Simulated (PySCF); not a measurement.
## Computed properties of HSZn, SMILES [SH][Zn+], charge +1

Zn(SH) (HSZn), SMILES [Zn+][SH], charge +1. Geometry: PBE0-D3(BJ)/def2-TZVP. The spin state was assumed, not searched. The isomer is the one that the SMILES or the coordinates give; other isomers of the formula were not compared. One conformer was computed; it need not be the lowest. All values are computed for the isolated molecule unless a solvent is named; none is compared with measurement here.

**Structure.** The optimised structure has Cs symmetry. All 3 harmonic modes at PBE0-D3(BJ)/def2-TZVP (PySCF) are real, so it is a minimum.

**Vibrations.** The strongest infrared lines (harmonic, unscaled, degenerate partners summed) lie at 2659 cm⁻¹ (37 km/mol, H 97 %), 708 cm⁻¹ (8 km/mol, H 94 %), 403 cm⁻¹ (1 km/mol, S 63 %, Zn 34 %). The softest mode is at 403 cm⁻¹ and the zero-point energy is 5.4 kcal/mol.

**Electronic structure.** r2SCAN/def2-TZVPD (PySCF) places the frontier levels at -12.37 and -10.87 eV, a gap of 1.50 eV and a mean polarisability of 40.7 bohr³.

**Excitations.** TDDFT-CAM-B3LYP/def2-TZVPD (PySCF) has S1 at 1.68 eV (739 nm, f = 0.003, weak); the most intense of the 10 singlets computed lies at 6.69 eV (f = 0.34). T1 (TDA) is at 1.26 eV.

**NMR.** GIAO shifts at B3LYP/pcSseg-2 (PySCF) (non-relativistic, atoms alike by connectivity averaged): ¹H at 6.9 ppm against TMS.
